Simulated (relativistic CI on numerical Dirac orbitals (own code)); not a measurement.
## Pd4+: resonant inelastic scattering at the L2,3 edge

Computed with this model: Dirac-Coulomb-Breit CI, separate exchange-only KLI orbitals for each configuration, model QED, valence Slater integrals scaled by 0.9, Kramers-Heisenberg scattering through one core-hole configuration in a parametric crystal field; configurations [Kr] 4d6 → [He] 2s2 2p5 3s2 3p6 3d10 4s2 4p6 4d7; 10 K; core-hole width 0.96 eV; summed over polarisations. Incident energies are the highest absorption maxima for each field (at most a few, so the weaker spin-orbit partner edge can be absent), on the computed scale of the free ion. Intensities are in per cent of the strongest line above 0.02 eV; levels within 1 cm⁻¹ are merged; final levels count from the ground level, the first row holds all elastic scattering, lines under 0.4 are left out and each table stops after 24 rows. The scale of the Slater integrals is a model choice and moves the terms in proportion.

Field parameters in Wybourne normalisation: D4h B²₀ = −7Ds, B⁴₀ = 21(Dq − Dt), B⁴₄ = 21√(5/14) Dq; Oh B⁴₀ = 21Dq, B⁴₄ = √(5/14) B⁴₀. The field is a parameter set, without covalency, and values of 10Dq over about 45,000 cm⁻¹ lie beyond real compounds.

S is read from ⟨S²⟩ = S(S + 1).

D4h, 10Dq = 44350, Ds = 2970, Dt = -100 cm⁻¹:

```csv
Final level (eV),Degeneracy,Irrep,S,3181.6 eV,3182.9 eV,3339.9 eV
0.000,1,A1,0.03,209.4,297.5,40.7
3.559,1,B1,1.01,0.5,0.4,0.3
3.595,2,E,1.00,35.1,5.1,2.2
3.937,1,B2,1.00,2.1,0.5,0.2
4.042,1,B1,1.00,1.3,2.7,1.6
4.094,2,E,1.01,2.5,0.4,0.7
4.142,1,A1,1.00,12.0,3.5,7.5
4.186,2,E,1.02,2.1,1.1,0.1
4.196,1,A2,1.01,1.2,0.7,0.2
4.243,1,A1,1.01,17.9,13.6,12.9
5.133,1,A2,0.14,13.5,100.0,11.8
5.164,2,E,0.07,91.5,30.4,5.3
5.493,1,B2,0.04,5.6,3.2,0.7
5.865,1,A1,1.02,2.2,14.5,11.8
5.896,1,A2,0.98,0.0,2.7,17.3
5.991,2,E,1.01,6.3,16.1,18.0
6.102,1,B2,1.02,0.6,15.7,9.5
6.112,1,B1,1.01,0.5,10.4,8.8
7.722,2,E,0.04,18.2,61.8,16.3
```

Oh, 10Dq = 48300 cm⁻¹:

| Final level (eV) | Degeneracy | Irrep | S | 3182.6 eV | 3339.6 eV |
| --- | --- | --- | --- | --- | --- |
| 0.000 | 1 | A1 | 0.02 | 353.6 | 53.8 |
| 4.556 | 2 | E | 1.01 | 4.8 | 6.5 |
| 4.705 | 3 | T1 | 1.01 | 12.1 | 0.0 |
| 4.818 | 1 | A1 | 1.01 | 22.3 | 24.8 |
| 5.354 | 3 | T1 | 0.87 | 100.0 | 2.7 |
| 5.457 | 2 | E | 1.01 | 22.6 | 17.2 |
| 5.583 | 3 | T2 | 1.00 | 28.7 | 22.4 |
| 5.756 | 3 | T1 | 0.32 | 73.4 | 56.5 |
| 7.327 | 3 | T2 | 0.03 | 48.3 | 11.4 |

For the first field the strongest loss at the lowest incident energy is the level at 5.16 eV (S = 0.07, against 0.03 in the thermal ground state). Levels of other spin, the first over 8 % at 3.59 eV, appear because spin-orbit coupling of the core hole, and in heavier ions of the valence shell too, mixes spins.
